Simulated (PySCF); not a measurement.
Computed with PySCF 2.14.0 with PBE-D3(BJ)/def2-TZVPD // CAM-B3LYP-D3(BJ)/def2-TZVPD. All species are isolated molecules in the gas phase. 

Reference species (SMILES): `[O-][SiH2][N+]#[C-]` (charge -1, multiplicity 1).

```
Property     Value
--------  --------
HOMO      -0.82 eV
```

Changed species: `[O-][SiH2]F` (X = fluoro, proton removed; the reference has X = isocyano, proton removed).

### Question
What does the change do to the HOMO?

### Answer
the HOMO rises by 0.64 eV, to -0.18 eV.
